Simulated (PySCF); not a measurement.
Start geometry of `CN(C)[SiH2]N1CCCC1` from GFN2-xTB (Å):
```
atom  x, y, z in Å
C1     3.0454   -0.4797    1.1462
N2     1.9006    0.0896    0.4227
C3     2.2033    1.3628   -0.1866
Si4    0.7558   -0.9504   -0.2562
N5    -0.5947    0.0667   -0.6824
C6    -1.2143    0.9443    0.3066
C7    -2.4689    0.1951    0.7690
C8    -2.7792   -0.7490   -0.4031
C9    -1.7073   -0.4299   -1.4161
H10    3.3498    0.2454    1.9249
H11    2.7287   -1.3919    1.6230
H12    3.8834   -0.6495    0.4856
H13    3.0375    1.2930   -0.8861
H14    2.4810    2.0893    0.6056
H15    1.3535    1.7257   -0.7176
H16    0.5068   -1.9494    0.8034
H17    1.0591   -1.6145   -1.5208
H18   -0.5346    1.1636    1.1307
H19   -1.4914    1.8743   -0.1787
H20   -2.3005   -0.3578    1.6844
H21   -3.3102    0.8910    0.9599
H22   -3.7857   -0.6198   -0.8120
H23   -2.7027   -1.7818   -0.1025
H24   -1.4207   -1.2969   -2.0334
H25   -2.0420    0.3418   -2.1095
```

Task: What comes out of this run: PBE0-D3(BJ)/def2-SVP geometry optimisation, gas phase (PySCF)?

Result: 
```
atom  x, y, z in Å
C1     3.155   -0.152    1.178
N2     2.089    0.128    0.256
C3     2.253    1.338   -0.508
Si4    0.846   -1.012   -0.140
N5    -0.638   -0.162   -0.373
C6    -1.282    0.627    0.658
C7    -2.710    0.057    0.758
C8    -2.936   -0.666   -0.588
C9    -1.646   -0.403   -1.383
H10    3.285    0.675    1.904
H11    2.939   -1.066    1.752
H12    4.131   -0.298    0.674
H13    3.142    1.309   -1.170
H14    2.368    2.216    0.156
H15    1.366    1.510   -1.134
H16    0.877   -1.975    1.012
H17    1.016   -1.786   -1.415
H18   -0.723    0.578    1.606
H19   -1.319    1.695    0.363
H20   -2.781   -0.655    1.594
H21   -3.450    0.849    0.944
H22   -3.828   -0.305   -1.121
H23   -3.068   -1.746   -0.427
H24   -1.363   -1.233   -2.047
H25   -1.776    0.495   -2.021
```

The energy falls by 0.305 eV over 13 energy and gradient evaluations, the largest force component goes from 0.0312 to 3.7e-04 Eh/bohr, and the atoms move by 0.394 Å rms after alignment. The bond that changes most is N2–Si4 (silicon-bound nitrogen to SiH2 silicon), which lengthens by 0.044 Å. Bonds longer at the end by more than 0.005 Å: 17 of 25; shorter: 4. Among the angles that change most is Si4–N5–C9, from 121.9° to 127.7°. Among the dihedrals that turn most is N2–Si4–N5–C9, from 173° to 140°. Rotational constants go from 2942, 786.4, 750.1 to 3009, 715.9, 701.8 MHz. The orientation of the end geometry is arbitrary; only internal coordinates are fixed.

The run used 210 basis functions and 84 SCF cycles in all. The run took 6.0 min of wall time on one thread of an Arm Neoverse V1, shared host with 32 logical CPUs at a one-minute load of 20, and the process peaked at 0.96 GiB of memory.

Whether it is a minimum is left open (no frequencies). The numbers are those of one conformer.
